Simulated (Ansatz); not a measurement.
Saddle point of Si2H10O2, singlet (Si₂H₆ ([SiH3][SiH3]) + H₂O + H₂O → Si₂H₆O ([OH][SiH2][SiH3]) + H₂O + H₂; bonds formed: Si1–O7, H2–H8, H6–O9; bonds broken: Si1–H2, H6–O7, H8–O9), PBE0-D4/def2-TZVP structure:

Si1  (-0.273, -0.926, 0.291)
H2  (0.261, 0.597, 0.927)
H3  (-0.492, -2.227, -0.481)
H4  (-0.218, -1.454, 1.685)
Si5  (-2.208, 0.286, -0.214)
H6  (2.013, 0.158, -0.298)
O7  (1.249, -0.738, -0.637)
H8  (1.329, 1.030, 0.773)
O9  (2.340, 1.094, 0.329)
H10  (-2.614, 1.118, 0.955)
H11  (-1.883, 1.226, -1.330)
H12  (-3.376, -0.532, -0.652)
H13  (1.500, -1.522, -1.132)
H14  (2.371, 1.889, -0.216)
(Å)

Energies are electronic, without zero-point energy. Barriers and step energies count from the start structure reached by relaxing down the imaginary mode; all methods use the PBE0-D4 structures, on which another method's saddle can fall below an end. Ansatz 0.2.0; basis: def2-TZVPP, with def2-QZVPP for the basis limit; cores frozen in the correlated methods. B3LYP uses VWN-RPA correlation. Extrapolation: Hartree–Fock as exp(−7.88 √X), correlation as X^−2.97.

| method | barrier (kJ/mol) | step energy (kJ/mol) |
| --- | --- | --- |
| SPW92 | 55.0 | -29.6 |
| PBE-D4 | ? | -35.8 |
| BLYP-D4 | 131.0 | -45.4 |
| r2SCAN-D4 | 117.3 | -44.3 |
| B97M-V | 132.6 | -39.5 |
| PBE0-D4 | 127.1 | -35.9 |
| B3LYP-D4 | 142.2 | -44.5 |
| r2SCAN0-D4 | 131.1 | -42.4 |
| BHLYP-D4 | 163.5 | -45.2 |
| CAM-B3LYP-D4 | 142.4 | -44.5 |
| wB97X-V | 149.4 | -42.5 |
| wB97M-V | 147.3 | -41.9 |
| B2PLYP | ? | -44.3 |
| PBE-QIDH | ? | -39.9 |
| RPA on PBE | 158.6 | -42.2 |
| HF | 227.9 | -45.0 |
| MP2 | 147.3 | -47.7 |
| CCSD | 168.2 | -41.0 |
| CCSD(T) | 156.0 | -41.7 |

(1) Fill in the withheld barriers. (Judge from chemistry; the value comes from the calculation.)

T1 diagnostic: at most 0.013.

Results:

(1) By the calculation: B2PLYP 149.4; PBE-D4 109.6; PBE-QIDH 141.1 kJ/mol. Each is the energy of the saddle less that of the start structure, by the same method.

For comparison, the barrier by CCSD(T) at an estimated basis limit (MP2 extrapolated from triple and quadruple zeta, plus CCSD(T) − MP2 in triple zeta) is 155.4 kJ/mol.

Labels in which every atom is bracketed show which atoms are joined, not bond orders.

For scale, one of the runs: CCSD(T)/def2-TZVPP, 286 basis functions, launched by `ansatz run in.yaml --threads 8 --pin off --events-out ev --progress --plain --max-ram 19148MiB`. The run took 120 s on 8 CPU threads of an Arm Neoverse V2 (shared host), with 8.4 GiB of host memory at its peak.
